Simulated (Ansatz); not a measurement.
Calculated with Ansatz (gas phase, PBE0-D4/def2-TZVP geometries, no zero-point term in ΔE). CCSD(T)/CBS is the MP2 limit (def2-TZVPP, def2-QZVPP) plus CCSD(T) − MP2 in def2-TZVPP, frozen cores. This one scheme is used for every species. DFT in def2-TZVPP. Triplets are unrestricted, without spin–orbit coupling. Elements past krypton have def2 core potentials. For Te outer-core shells are correlated without core-valence functions, which leaves a few kJ/mol of doubt a bond. One conformer a species, not always the lowest.

Consider the formal loss of a carbene: `CC[SiH2][TeH]` → `[CH2]` (triplet) + `C[SiH2][TeH]`.

```
          level  ΔE (kJ/mol)
      r2SCAN-D4        402.1
        PBE0-D4        424.8
            PBE        425.3
CCSD/def2-TZVPP        404.4
```

Q: What does CCSD(T)/CBS give? (Estimate.)

A: The calculation gave: +427.6 kJ/mol. The listed levels differ from it by -25.5, -2.8, -2.3, -23.2 kJ/mol.

Largest T1 diagnostic among the species: 0.011.

From PBE to PBE0 (25 % exact exchange), in def2-TZVPP and without D4, ΔE moves by −7.5 kJ/mol. In def2-TZVPP, CCSD(T) changes the Hartree–Fock value by +139.6 kJ/mol (the triples alone add +11.6 kJ/mol) and MP2 by +152.9 kJ/mol. The D4 term adds +12.6 kJ/mol with B3LYP and +6.9 kJ/mol with PBE0; it sums over pairs of atoms, weighted by their polarisabilities, and B3LYP, whose exchange is more repulsive, gets the larger term.

B3LYP here is the variant with VWN-RPA as its local correlation; programs differ in this.
